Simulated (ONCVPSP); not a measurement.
## What one change does to a pseudopotential (tungsten (W), ONCV)

ONCVPSP 4.0.1 input, shortened (lines: element, Z, core and valence counts, functional; n l f; lmax; l rc ep ncon nbas qcut; lloc lpopt rc5 dvloc0; l nproj debl; icmod fcfact rcfact), LDA (Perdew-Zunger), scalar-relativistic:

```
  W 74.00   10    4        3      upf
    1    0    2.00
    2    0    2.00
    2    1    6.00
    3    0    2.00
    3    1    6.00
    3    2   10.00
    4    0    2.00
    4    1    6.00
    4    2   10.00
    4    3   14.00
    5    0    2.00
    5    1    6.00
    5    2    4.00
    6    0    1.00
    2
    0    1.70    0.00    4    8    7.50
    1    1.80    0.00    4    9    8.50
    2    1.85    0.00    3    6    6.00
    4    5    1.60    1.00
    0    2    3.00
    1    1    1.70
    2    2    3.40
    1    0.15    0.00
```

All-electron outer shells of the reference configuration (LDA (Perdew-Zunger), scalar-relativistic, ld1.x):

```tsv
shell	level (eV)	outermost node (bohr)	outermost maximum (bohr)
5s	-86.87	0.53	0.96
5p	-50.96	0.57	1.09
4f	-41.03	–	0.43
6s	-12.49	1.28	2.54
5d	-12.00	0.63	1.49
```

Change: s: qcut 8.2.

Cutoffs: the cutoffs (Ha) at which the residual kinetic energy of the hardest occupied pseudo-wave falls to 1 and 0.1 mHa per electron; they do not see the model core or the augmentation charge, which bear on the density cutoff. Errors are all-electron minus pseudo energies relative to the spin-unpolarised reference configuration.

How do hardness, ghosts and transferability respond?

The potential gets neither clearly harder nor softer (20 Ha and 26 Ha → 22 Ha and 26 Ha); the errors of the 4 common tests hardly move; neither file shows a bound ghost.

| quantity | base | changed |
| --- | --- | --- |
| cutoff, loose | 20 Ha | 22 Ha |
| cutoff, tight | 26 Ha | 26 Ha |
| loose cutoff by channel | s 20 Ha, p 20 Ha, d 14 Ha | s 22 Ha, p 20 Ha, d 14 Ha |
| bound ghosts | none | none |
| GHOST(+) flags under 300 eV | none | none |
| error for 5s2 5p6 5d4 6s2, meV [ΔE -9.13 eV] | +2.1 | +2.3 |
| error for 5s2 5p6 5d4 6s0, meV [ΔE 16.03 eV] | -6.9 | -6.6 |
| error for 5s2 5p6 5d3 6s0, meV [ΔE 41.73 eV] | -27 | -27 |
| error for 5s2 5p6 5d4 6s0 6p1, meV [ΔE 5.56 eV] | -208 | -208 |
| s: phases at 1.72 bohr within 0.05 rad from the reference energy up to (Ha; the scan ends near 5) | to the end of the scan | to the end of the scan |
| p: phases at 1.83 bohr within 0.05 rad from the reference energy up to (Ha; the scan ends near 5) | 0.1 | 0.1 |
| d: phases at 1.87 bohr within 0.05 rad from the reference energy up to (Ha; the scan ends near 5) | to the end of the scan | to the end of the scan |
| rms error of d²Exc/dni dnj with the model core, mHa | 1.96 | 2.03 |
